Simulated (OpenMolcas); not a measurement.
**Pt2+: moving the ligands**

Pt2+ with its 8 nearest fluoride ions at 2.334 Å, on the Sr site of SrF2 (a = 5.796 Å, distance in the model lattice 2.510 Å). The rest of the host is ab initio model potentials to 7.6 Å and point charges beyond; the distance is set by hand and nothing relaxes. Ligand basis ANO-RCC-VDZP.
```
Pt    0.0000    0.0000    0.0000
F     1.3475    1.3475    1.3475
F     1.3475    1.3475   -1.3475
F     1.3475   -1.3475    1.3475
F     1.3475   -1.3475   -1.3475
F    -1.3475    1.3475    1.3475
F    -1.3475    1.3475   -1.3475
F    -1.3475   -1.3475    1.3475
F    -1.3475   -1.3475   -1.3475
```

* Program: OpenMolcas
* Method: CASSCF
* Basis: ANO-RCC-VTZP [8s7p5d3f1g]
* Scalar Hamiltonian: DKH2, point nucleus
* Active space: 8 electrons in 5 orbitals (5d)
* State averaging: 2S+1 = 3 even, 10 roots; 2S+1 = 1 even, 15 roots
* Spin-orbit coupling: state interaction with AMFI integrals over the reference wave functions

Runs around this geometry, states (labels of O, the rotations of Oh). Energies in cm-1 above the lowest state or level, χT in cm3 K/mol; under a threefold ground state the first gap can be a small split of the lowest multiplet, not the spin-orbit step; 10Dq and B are least-squares fits to the states below 45000 cm-1, weighted by degeneracy, with a free offset, and given where the rms deviation is under 5 % of |10Dq| (or 100 cm-1) and under 700 cm-1; 10Dq is negative for this site.

| R (Å) | Ground state | First state of that spin | 10Dq | B (rms of fit) | First gap with spin-orbit (degeneracies) | χT at 300 K | First state of another spin |
| --- | --- | --- | --- | --- | --- | --- | --- |
| 2.24 | 3T1 | 3T2 9191 | -10368 | 815 (50) | 2001 (1, 3) | 0.691 | 1T2 11982 |
| 2.334 | 3T1 | 3T2 7105 | -8141 | 821 (42) | 1716 (1, 3) | 0.840 | 1T2 12024 |
| 2.51 | 3T1 | 3T2 4549 | -5352 | 829 (34) | 1257 (1, 3) | 1.199 | 1T2 11979 |

Taking |10Dq| as R^-n, n = -ln(5352 / 10368) / ln(2.51 / 2.24) = 5.8 between the shortest and longest distance. The point-charge formula for a cubic d site gives n = 5.

Without dynamic correlation the repulsion within the d shell is too large (B by tens of per cent), so at a given field states of lower spin stand too high. Real 4d8 and 5d8 ions are as a rule square planar and diamagnetic. With metal d orbitals alone the field can be off either way by tens of per cent. Ligand-to-metal charge-transfer states are missing. With no ligand orbital active B as a rule stays too high, so bands that hang on it stand too high and its fall with covalency is understated. An orbital triplet at a regular site is open to Jahn-Teller coupling, which can distort the site and quench the lowest spin-orbit gaps and is left out (holds for R = 2.51). No measured value stands beside these numbers; the geometry was set by hand and not optimised.
